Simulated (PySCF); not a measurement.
H3B, triplet, at a GFN2-xTB geometry (a higher spin typed on purpose: for a closed-shell molecule this is an excited state). Base run: R2SCAN/def2-TZVP (PySCF).

Input for PySCF:
```python
from pyscf import gto, scf, dft

mol = gto.M(
    atom='''
B     0.013411    0.149327    0.047063
H    -1.049903   -0.381915   -0.189227
H     0.228899   -0.799099    0.770069
H     0.753949    0.434380   -0.816155
''',
    basis='def2-tzvp',
    charge=0,
    spin=2,
    verbose=4,
)

mf = dft.UKS(mol)
mf.xc = 'r2scan'
mf.kernel()
```

Each row names what was changed in the base input (with any setting that the change needs).

```tsv
change	E (Eh)	HOMO (eV)	dipole (D)	<S^2>
base	-26.44164	-4.92	1.35	2.008
functional = pbe	-26.40729	-4.57	1.37	2.004
functional = pbe; dispersion = d4	-26.40791	-4.57	1.37	2.004
functional = revpbe	-26.45553	-4.55	1.36	2.004
functional = b3lyp; dispersion = d4	-26.46794	-5.42	1.36	2.004
functional = b3lyp; dispersion = d3bj	-26.46835	-5.42	1.36	2.004
functional = wb97x	-26.44295	-7.97	1.42	2.005
functional = pw6b95	-26.49455	-5.71	1.36	2.004
functional = pbe0	-26.41659	-5.76	1.37	2.005
functional = bhandhlyp	-26.43902	-6.70	1.36	2.006
functional = m062x	-26.43601	-6.58	1.36	2.005
functional = bp86	-26.45827	-4.64	1.37	2.004
functional = mn15	-26.40658	-6.08	1.35	2.005
```

Totals shift with the method and basis; they matter in differences.

Open shells are given as the SCF converged; they aren't shown to be the lowest states, and a large step between rows can be another state.
